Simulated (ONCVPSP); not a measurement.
## What one change does to a pseudopotential (Cd (Z = 48), ONCV)

- Element: Cd (Z = 48)
- Generator: ONCVPSP 4.0.1
- Type: optimised norm-conserving Vanderbilt (ONCV)
- Functional: LDA (Perdew-Zunger)
- Relativity: scalar-relativistic
- Frozen core: [Ar] 3d10
- Valence charge: 20
- Reference configuration: 4s2 4p6 4d10 5s2
- Partial waves: 4s+5s: rc 1.30 bohr, ncon 4, nbas 9, qcut 9.7 1/bohr, 2 projectors; 4p: rc 1.50 bohr, ncon 4, nbas 7, qcut 9.1 1/bohr, 2 projectors, debl 1.9 Ha; 4d: rc 1.10 bohr, ncon 4, nbas 8, qcut 9.5 1/bohr, 2 projectors, debl 3.9 Ha
- Local potential: polynomial inside 1.00 bohr (lpopt 4, dvloc0 0 Ha)
- Core correction: none

In the p channel the program set the typed energies aside and used -2.462, 0.250 Ha.

All-electron outer shells of the reference configuration (LDA (Perdew-Zunger), scalar-relativistic, ld1.x):

```csv
shell,level (eV),outermost node (bohr),outermost maximum (bohr)
3d,-394.01,–,0.27
4s,-105.84,0.43,0.79
4p,-66.99,0.43,0.84
4d,-11.90,0.42,0.98
5s,-5.96,1.07,2.32
```

Change: p: nproj 1.

Cutoffs: the cutoffs (Ha) at which the residual kinetic energy of the hardest occupied pseudo-wave falls to 1 and 0.1 mHa per electron; they do not see the model core or the augmentation charge, which bear on the density cutoff. Errors are all-electron minus pseudo energies relative to the spin-unpolarised reference configuration.

**Question.** Predict the effect on cutoff, ghosts and configuration errors.

**Answer.** The potential gets neither clearly harder nor softer (38 Ha and 46 Ha → 38 Ha and 46 Ha); of the 4 tests that both files solve, the error grows in 1 and shrinks in 0 by more than 15 % and 0.3 meV (median size 2.7 → 5.5 meV); the range in which the p phases agree narrows (upper end at the end of the scan → 0.5); neither file shows a bound ghost.

```tsv
quantity	base	changed
cutoff, loose	38 Ha	38 Ha
cutoff, tight	46 Ha	46 Ha
bound ghosts	none	none
GHOST(+) flags under 300 eV	none	none
error for 4s2 4p6 4d10 5s1, meV [ΔE 9.63 eV]	-1.4	-1.4
error for 4s2 4p6 4d10 5s0, meV [ΔE 27.15 eV]	-4.1	-4.1
error for 4s2 4p6 4d9 5s0, meV [ΔE 65.40 eV]	-8.1	-7.0
error for 4s2 4p6 4d10 5s0 5p2, meV [ΔE 9.91 eV]	-0.9	+209
s: phases at 1.32 bohr within 0.05 rad from the reference energy up to (Ha; the scan ends near 5)	to the end of the scan	to the end of the scan
p: phases at 1.52 bohr within 0.05 rad from the reference energy up to (Ha; the scan ends near 5)	to the end of the scan	0.5
d: phases at 1.12 bohr within 0.05 rad from the reference energy up to (Ha; the scan ends near 5)	to the end of the scan	to the end of the scan
```
